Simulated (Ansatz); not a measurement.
Start from `C[CH2][Cd][CH2]C` and change one atom or group to get `C[CH2][Cd][OH]`.

Ansatz, PBE0-D4/def2-TZVP geometries, multiplicity 1. Each molecule was computed in one conformer, which needn't be the lowest.

Elements past krypton have def2 core potentials.

| property | `C[CH2][Cd][CH2]C` |
| --- | --- |
| LUMO energy (PBE0/def2-TZVPP) / eV | -0.16 |
| HOMO–LUMO gap (ωB97M-V/def2-TZVPP) / eV | 9.44 |
| HOMO energy (PBE/def2-TZVPP) / eV | -5.18 |
| LUMO energy (ωB97M-V/def2-TZVPP) / eV | 1.12 |
| size of the dipole moment (B3LYP/def2-TZVPP) / D | 0.16 |
| HOMO–LUMO gap (B3LYP/def2-TZVPP) / eV | 5.58 |

What does the change do to each property? (Best estimate.)

Computed: 
```json
{"property": "LUMO energy (PBE0/def2-TZVPP) / eV", "`C[CH2][Cd][OH]`": "-0.53", "shift": "-0.37"}
{"property": "HOMO–LUMO gap (ωB97M-V/def2-TZVPP) / eV", "`C[CH2][Cd][OH]`": "10.43", "shift": "0.99"}
{"property": "HOMO energy (PBE/def2-TZVPP) / eV", "`C[CH2][Cd][OH]`": "-5.93", "shift": "-0.75"}
{"property": "LUMO energy (ωB97M-V/def2-TZVPP) / eV", "`C[CH2][Cd][OH]`": "0.93", "shift": "-0.19"}
{"property": "size of the dipole moment (B3LYP/def2-TZVPP) / D", "`C[CH2][Cd][OH]`": "2.40", "shift": "2.24"}
{"property": "HOMO–LUMO gap (B3LYP/def2-TZVPP) / eV", "`C[CH2][Cd][OH]`": "6.32", "shift": "0.74"}
```

With PBE0 the HOMO falls by 1.12 eV and the LUMO falls by 0.37 eV, so the gap widens by about 0.75 eV. PBE moves the HOMO by -0.75 eV and ωB97M-V by -1.17 eV. Dipoles are sizes alone; their direction can turn.

B3LYP here is the variant with VWN-RPA as its local correlation; programs differ in this.
